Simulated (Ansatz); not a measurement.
Ansatz (an electronic-structure program) input (B3LYP/LANL2DZ): The .json file is the Basis Set Exchange's LANL2DZ.

Ansatz 0.2 input:
```yaml
crystal:
  periodic: [false, false, false]
  atoms:
    - {symbol: C, position_ang: [2.67672200, -0.48056300, -0.20093300]}
    - {symbol: C, position_ang: [1.49358800, -0.26815000, -0.11211900]}
    - {symbol: B, position_ang: [0.01755200, -0.00315100, -0.00131800]}
    - {symbol: Cl, position_ang: [-0.62911000, 1.57112300, -0.41445000]}
    - {symbol: Cl, position_ang: [-1.06680700, -1.26664800, 0.54175700]}
    - {symbol: H, position_ang: [3.72097900, -0.66804200, -0.27932200]}
basis:
  gaussian:
    orbitals: LANL2DZ.json
hamiltonian:
  xc: {name: B3LYP}
relax: {f_tol: 0.003, max_steps: 120}
```

Output:

```
Functional definition: B3LYP
integrals: 0.01 GiB planned
715 factors; integrals over basis functions are off by at most 2.7e-4 eV
mean field: 0.14 GiB planned
mean field evaluation 1: about -3576.0919 eV, gradient 3.3e1 eV
mean field evaluation 2: about -3575.3099 eV, gradient 3.7e1 eV
mean field evaluation 4: about -3579.5406 eV, gradient 3.8e0 eV
mean field evaluation 8: about -3579.5778 eV, gradient 2.0e-2 eV
mean field -3579.57781403 eV, -131.5470583405 hartree, gradient 3.8e-5 eV, S^2 0.000000; 0 other end points of the search recorded, 0 dependent functions left out
the calculation of the forces begins
reference -3579.57804542 eV, -131.5470668441 hartree; 16, 16 occupied and 29, 29 virtual orbitals, 715 factors
relax step   1: F+E_penalty+E_count = -3579.57781403 eV  Δ(F+E_penalty+E_count) = +0.000e0 eV  max|allowed force component| = 2.457e0 eV/Å  Δτ_max = 0.0000 Å  (24 SCF iters, accepted)
these checks for a lower state are left out or cut short: starts, cluster_reference, orbital_swaps, neighbouring_geometries, increment
integrals: 0.01 GiB planned
715 factors; integrals over basis functions are off by at most 2.7e-4 eV
mean field: 0.14 GiB planned
mean field evaluation 16: about -3579.6479 eV, gradient 1.6e-2 eV
mean field -3579.64813490 eV, -131.5496425850 hartree, gradient 1.9e-5 eV, S^2 0.000000; 0 other end points of the search recorded, 0 dependent functions left out
the calculation of the forces begins
reference -3579.64836670 eV, -131.5496511036 hartree; 16, 16 occupied and 29, 29 virtual orbitals, 715 factors
relax step   2: F+E_penalty+E_count = -3579.64813490 eV  Δ(F+E_penalty+E_count) = -7.032e-2 eV  max|allowed force component| = 6.972e-1 eV/Å  Δτ_max = 0.0255 Å  (28 SCF iters, accepted)
these checks for a lower state are left out or cut short: starts, cluster_reference, orbital_swaps, neighbouring_geometries, increment
integrals: 0.01 GiB planned
715 factors; integrals over basis functions are off by at most 2.7e-4 eV
mean field: 0.14 GiB planned
mean field -3579.66523413 eV, -131.5502709699 hartree, gradient 2.4e-5 eV, S^2 0.000000; 0 other end points of the search recorded, 0 dependent functions left out
the calculation of the forces begins
reference -3579.66546640 eV, -131.5502795056 hartree; 16, 16 occupied and 29, 29 virtual orbitals, 715 factors
relax step   3: F+E_penalty+E_count = -3579.66523413 eV  Δ(F+E_penalty+E_count) = -1.710e-2 eV  max|allowed force component| = 1.886e-1 eV/Å  Δτ_max = 0.0213 Å  (28 SCF iters, accepted)
these checks for a lower state are left out or cut short: starts, cluster_reference, orbital_swaps, neighbouring_geometries, increment
integrals: 0.01 GiB planned
715 factors; integrals over basis functions are off by at most 2.7e-4 eV
mean field: 0.14 GiB planned
mean field evaluation 32: about -3579.6655 eV, gradient 8.2e-4 eV
mean field -3579.66582644 eV, -131.5502927372 hartree, gradient 1.8e-5 eV, S^2 0.000000; 0 other end points of the search recorded, 0 dependent functions left out
the calculation of the forces begins
reference -3579.66605892 eV, -131.5503012805 hartree; 16, 16 occupied and 29, 29 virtual orbitals, 715 factors
relax step   4: F+E_penalty+E_count = -3579.66582644 eV  Δ(F+E_penalty+E_count) = -5.923e-4 eV  max|allowed force component| = 3.048e-2 eV/Å  Δτ_max = 0.0049 Å  (29 SCF iters, accepted)
these checks for a lower state are left out or cut short: starts, cluster_reference, orbital_swaps, neighbouring_geometries, increment
integrals: 0.01 GiB planned
715 factors; integrals over basis functions are off by at most 2.7e-4 eV
mean field: 0.14 GiB planned
mean field -3579.66571415 eV, -131.5502886106 hartree, gradient 1.8e-5 eV, S^2 0.000000; 0 other end points of the search recorded, 0 dependent functions left out
the calculation of the forces begins
reference -3579.66594661 eV, -131.5502971532 hartree; 16, 16 occupied and 29, 29 virtual orbitals, 715 factors
relax step   5: F+E_penalty+E_count = -3579.66571415 eV  Δ(F+E_penalty+E_count) = +1.123e-4 eV  max|allowed force component| = 4.272e-2 eV/Å  Δτ_max = 0.0055 Å  (24 SCF iters, rejected (line search))
these checks for a lower state are left out or cut short: starts, cluster_reference, orbital_swaps, neighbouring_geometries, increment
integrals: 0.01 GiB planned
715 factors; integrals over basis functions are off by at most 2.7e-4 eV
mean field: 0.14 GiB planned
mean field -3579.66584510 eV, -131.5502934229 hartree, gradient 3.8e-5 eV, S^2 0.000000; 0 other end points of the search recorded, 0 dependent functions left out
the calculation of the forces begins
reference -3579.66607757 eV, -131.5503019657 hartree; 16, 16 occupied and 29, 29 virtual orbitals, 715 factors
relax step   6: F+E_penalty+E_count = -3579.66584510 eV  Δ(F+E_penalty+E_count) = -1.866e-5 eV  max|allowed force component| = 2.003e-4 eV/Å  Δτ_max = 0.0007 Å  (19 SCF iters, accepted)
integrals: 0.01 GiB planned
715 factors; integrals over basis functions are off by at most 2.7e-4 eV
mean field: 0.14 GiB planned
mean field evaluation 64: about -3579.6658 eV, gradient 4.2e-5 eV
mean field -3579.66584510 eV, -131.5502934229 hartree, gradient 3.8e-5 eV, S^2 0.000000; 1 other end points of the search recorded, 0 dependent functions left out
the calculation of the forces begins
reference -3579.66607757 eV, -131.5503019657 hartree; 16, 16 occupied and 29, 29 virtual orbitals, 715 factors
Total energy: -3579.66607757 eV, -131.5503019657 hartree
Atom 0 at     2.702040    -0.485116    -0.202858 Å, force    -0.000083     0.000020     0.000022 eV/Å
Atom 1 at     1.495214    -0.268469    -0.112322 Å, force    -0.000071     0.000078     0.000200 eV/Å
Atom 2 at     0.023660    -0.004251    -0.001786 Å, force     0.000102    -0.000069    -0.000157 eV/Å
Atom 3 at    -0.655597     1.610940    -0.423528 Å, force     0.000022     0.000006     0.000007 eV/Å
Atom 4 at    -1.103816    -1.295044     0.555664 Å, force     0.000020    -0.000006     0.000011 eV/Å
Atom 5 at     3.751423    -0.673490    -0.281555 Å, force     0.000010    -0.000030    -0.000084 eV/Å
Dipole moment:     0.527722    -0.094739    -0.039598 e Å
```

The geometry given is a B3LYP-D3(BJ)/def2-TZVP minimum.
